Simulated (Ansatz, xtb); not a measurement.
**Relaxing a trial structure of C2H5B2−**

The starting geometry of this gas-phase singlet was built from a drawn formula by distance geometry and a force field; its bonds are those of `B[C@@H]1[BH-]=C1`.

```xyz
9

C     0.3952    0.2807   -0.1730
C     1.4609   -0.1556    0.6480
B    -0.8446    0.8244    0.7237
B     0.6484   -1.2064   -0.0386
H    -0.7485    1.8891    1.1811
H    -1.8469    0.2305    0.7641
H     0.6333    0.7839   -1.1178
H     0.3602   -2.2889   -0.3295
H     2.3613    0.0702    1.2921
```

Predict what becomes of its bonds when it is optimised with r2SCAN-D4/def2-SVPD.

It rearranges to `B1[C@@H]2[BH2-][C@H]12`. Distances that change by over a tenth: C1–C2 (1.41 → 1.65 Å). Contacts that close: C2–B3 (2.51 → 1.61 Å).

The energy falls by 2.23 eV over 12 steps:

```
step  E − E(last) (eV)
   1             2.229
   2             1.492
   3             1.075
   5             0.416
   6             0.254
   7             0.079
   8             0.029
  10             0.001
  11             0.000
  12             0.000
```

Final geometry (Å):

```yaml
atoms:
  - { symbol: C, position_ang: [0.1312, 0.1531, -0.5056] }
  - { symbol: C, position_ang: [0.7392, -0.2348, 0.9786] }
  - { symbol: B, position_ang: [-0.4987, 0.7899, 0.8361] }
  - { symbol: B, position_ang: [0.5742, -1.2257, -0.1298] }
  - { symbol: H, position_ang: [-0.2731, 1.9896, 1.0592] }
  - { symbol: H, position_ang: [-1.6151, 0.4091, 1.1919] }
  - { symbol: H, position_ang: [0.6325, 0.7538, -1.2863] }
  - { symbol: H, position_ang: [1.0031, -2.2627, -0.5770] }
  - { symbol: H, position_ang: [1.7259, 0.0557, 1.3831] }
```

From the same start GFN2-xTB reaches the same bonding as this run.

No frequencies were run, so the end isn't proven a minimum. Run with Ansatz 0.2.0, 45 s on 2 threads of Arm Neoverse N1 (shared host).
